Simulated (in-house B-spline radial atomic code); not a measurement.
**Binding energies in the selenium ion Se⁵⁺**

NIST's tabulated ground configuration is [Ar] 3d10 4s1; each binding energy is the energy of the ion with one electron taken from that subshell, relaxed, less that of the parent. Method: Dirac-Hartree-Fock, average of configuration, Fermi nucleus of rms radius 4.14 fm. Calculated with an all-electron radial atomic-structure program (B-spline basis). Energies include first-order Breit, QED and recoil terms.

```tsv
subshell	X-ray name	binding energy (eV)	-ε (eV)	relaxation (eV)
2p1/2	L2	1558.8	1585.7	24.5
2p3/2	L3	1517.8	1543.5	24.1
3p1/2	M2	250.8	255.6	4.5
3p3/2	M3	244.9	249.4	4.4
3d3/2	M4	135.3	139.8	4.5
3d5/2	M5	134.4	138.8	4.4
4s	N1	80.72	80.87	0.11
```

Relaxation = -ε minus the binding energy without Breit, QED and recoil terms.

Emission lines follow as differences of binding energies, with λ = 12398.42 eV·Å / E:

```csv
line,holes,energy (eV),wavelength (Å)
L3-M5,2p3/2 → 3d5/2,1383.4,8.9623
L2-M4,2p1/2 → 3d3/2,1423.5,8.7098
```

Question: What does it cost to remove both a 3p3/2 and a 3p1/2 electron?

Answer: 527.57 eV, which is 31.88 eV more than the two single binding energies together.

Question: What does it cost to remove both a 2p1/2 and a 3d3/2 electron?

Answer: 1730.9 eV, which is 36.72 eV more than the two single binding energies together.
